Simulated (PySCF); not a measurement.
Isomers of C4H9O3Si (doublet state), one GFN2-xTB conformer each. Single-point energies are computed at B3LYP/pcH-1 (PySCF, gas phase, no added dispersion term), electronic only. GFN2-xTB treats the open shell by occupation alone, and not every SCF solution was tested for stability.

| SMILES | GFN2-xTB relative energy (kcal/mol) |
| --- | --- |
| C[CH]OC(=O)CO[SiH3] | 21.9 |
| CCOC(=O)CO[SiH2] | 19.9 |
| [CH2]COC(=O)CO[SiH3] | 34.2 |
| CCOC(=O)[CH]O[SiH3] | 0.0 |

Conformers: `[CH3:1][CH:2][O:3][C:4](=[O:5])[CH2:6][O:7][SiH3:8]` (doublet state) with C1–C2–O3–C4 180°, C2–O3–C4–O5 0°, O3–C4–C6–O7 180°, C4–C6–O7–Si8 180°; `[CH3:1][CH2:2][O:3][C:4](=[O:5])[CH2:6][O:7][SiH2:8]` (doublet state) with C1–C2–O3–C4 180°, C2–O3–C4–O5 -1°, O3–C4–C6–O7 -14°, C4–C6–O7–Si8 165°, C6–O7–Si8–H -50° and -176°; `[CH2:1][CH2:2][O:3][C:4](=[O:5])[CH2:6][O:7][SiH3:8]` (doublet state) with H–C1–C2–O3 -166° and 12°, C1–C2–O3–C4 -149°, C2–O3–C4–O5 -1°, O3–C4–C6–O7 -7°, C4–C6–O7–Si8 -173°; `[CH3:1][CH2:2][O:3][C:4](=[O:5])[CH:6][O:7][SiH3:8]` (doublet state) with C1–C2–O3–C4 -79°, C2–O3–C4–O5 -2°, O3–C4–C6–O7 179°, C4–C6–O7–Si8 0°.

Q: What does B3LYP/pcH-1 give for the same structures?

A: 
| SMILES | B3LYP/pcH-1 E (Eh) | B3LYP/pcH-1 (kcal/mol) | GFN2-xTB (kcal/mol) | point group |
| --- | --- | --- | --- | --- |
| CCOC(=O)[CH]O[SiH3] | -673.03758 | 0.0 | 0.0 | C1 |
| CCOC(=O)CO[SiH2] | -673.02330 | 9.0 | 19.9 | C1 |
| C[CH]OC(=O)CO[SiH3] | -673.01068 | 16.9 | 21.9 | Cs |
| [CH2]COC(=O)CO[SiH3] | -673.00052 | 23.3 | 34.2 | C1 |

Both levels put the same isomer lowest; measured from each level's own lowest isomer, the values differ by up to 10.9 kcal/mol ([CH2]COC(=O)CO[SiH3]: 34.2 against 23.3).
